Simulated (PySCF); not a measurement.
GaHCl2, SMILES [Cl][GaH][Cl]. The structure is a stationary point at ωB97X-D3(BJ)/def2-TZVP.

TDA-LC-ωPBE/def2-SVPD (PySCF) puts the lowest singlet excitations at 6.65, 6.88, 7.37, 7.71, 7.72, 7.74 eV.

**Question.** What are the lowest excitation roots from ADC(2)/aug-cc-pVDZ run with PySCF 2.14.0? (Estimate from the structure and the level; the computed values follow.)

**Answer.** 6.56, 6.64, 7.05, 7.45, 7.56, 7.57 eV. S1 differs by -0.09 eV (second minus first; roots are paired by order, and the bases may differ).
